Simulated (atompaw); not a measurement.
# PBEsol PAW (atompaw) dataset for titanium (Ti), scalar-relativistic all-electron reference.

```json
{
 "Element": "Ti",
 "Generator": "atompaw 4.2.0.5",
 "Type": "PAW",
 "Functional": "PBEsol",
 "Relativity": "scalar-relativistic",
 "Frozen core": "[Ar]",
 "Valence charge": "4",
 "Reference configuration": "3d2 4s2 4p0",
 "Partial waves": "4s (bound): rc 3.00 bohr; 4s channel at 0.05 Ry: rc 3.00 bohr; 4p (bound, empty): rc 3.00 bohr; 4p channel at 2 Ry: rc 3.00 bohr; 3d (bound): rc 3.00 bohr; 3d channel at 0.65 Ry: rc 3.00 bohr; 4f channel at -0.1 Ry: rc 3.00 bohr; 4f channel at 1.15 Ry: rc 3.00 bohr",
 "Local potential": "bessel scheme, radius 2.90 bohr",
 "Core correction": "smooth core density matched at 2.30 bohr",
 "Augmentation charge": "sinc compensation charge, radius 2.30 bohr; PAW radius 3.00 bohr; waves and projectors: custom rrkj gramschmidtortho"
}
```

All-electron outer shells of the reference configuration (PBEsol, scalar-relativistic, ld1.x):

```csv
shell,level (eV),outermost node (bohr),outermost maximum (bohr)
3s,-62.45,0.40,0.87
3p,-38.77,0.37,0.90
4s,-4.48,1.24,2.92
3d,-4.27,–,0.98
4p,-1.45,1.39,3.80
```

What the tests gave:

- Cutoffs needed: 10 Ry and 12 Ry (the cutoffs (Ry, on a coarse ladder) from which the occupation-weighted sum of valence levels, in a spherical-Bessel basis at the reference potential, stays within 10 and 1 mRy of its value at 400 Ry)
- Ghost test: no extra level below or beside the all-electron valence levels (s, p, d, f tested) (spherical-Bessel basis up to 400 Ry, 20 bohr box)
- Lowest eigenvalue of the overlap operator: 0.43 (s channel)
- Overlap eigenvalues printed by atompaw (projector basis): 0.00303, 0.351, 0.426, 1.48, 1.64, 6.8, 34.7, 91.4
- Share of each valence orbital outside the PAW sphere: 4s 60 %, 4p 83 %, 3d 9 %

Generation and tests took about 51 s on one core of a shared server CPU.
